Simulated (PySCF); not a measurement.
BI₃, SMILES IB(I)I. Atoms are numbered in the order given.

```xyz
4

B      0.0000     0.0000     0.0000
I      2.1341     0.0000     0.0000
I     -1.0670    -1.8482     0.0000
I     -1.0670     1.8482     0.0000
```

The structure is a stationary point at B3LYP-D3(BJ)/def2-SVP. The isomer is the one that the SMILES or the coordinates give; other isomers of the formula were not compared. The def2 effective core potentials stand for the cores of I; spin–orbit coupling is left out.

The numbers are results of PBE0/def2-TZVP in PySCF, not measurements.

ESP charges are fitted to the potential on shells at 1.4 to 2.0 van der Waals radii. Atomic charges (e):

```json
[
 {"atom": "B1", "Löwdin": "-1.53", "ESP fit": "-0.11"},
 {"atom": "I2", "Löwdin": "0.51", "ESP fit": "0.04"},
 {"atom": "I3", "Löwdin": "0.51", "ESP fit": "0.03"},
 {"atom": "I4", "Löwdin": "0.51", "ESP fit": "0.03"}
]
```

Computed Mayer and Wiberg (Löwdin basis) orders of the bonds:
| bond | Mayer | Wiberg |
|---|---|---|
| B1–I2 | 1.31 | 2.00 |
| B1–I3 | 1.31 | 2.00 |
| B1–I4 | 1.31 | 2.00 |
